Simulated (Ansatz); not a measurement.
Z-matrix (Å, degrees):
```
C
C 1 1.333
H 1 1.086 2 121.7
H 1 1.083 2 121.4 3 180.0
C 2 1.460 1 125.2 3 -0.0
H 2 1.091 1 118.6 3 -180.0
Al 5 1.952 2 125.8 1 0.2
C 5 1.344 2 119.4 1 -179.9
H 7 1.588 5 123.6 2 0.1
H 7 1.587 5 115.8 2 -179.9
H 8 1.086 5 122.2 2 180.0
H 8 1.091 5 122.0 2 0.0
```

Total charge 0; spin multiplicity 1.

Q: List the ωB97M-V/def2-TZVPP orbital energies in eV (the Gaussian-basis code of Ansatz). (Best estimate.)

A: Computed: Occupied: -1531.93, -281.71, -281.67, -281.37, -281.31, -116.55, -76.24, -76.02, -76.01, -25.29, -23.35, -19.51, -17.66, -15.67, -15.53, -13.71, -13.15, -12.77, -11.91, -10.69, -10.20, -9.04. Lowest empty: 0.06, 1.18, 2.39, 2.77, 3.50, 3.61, 3.62, 4.40.
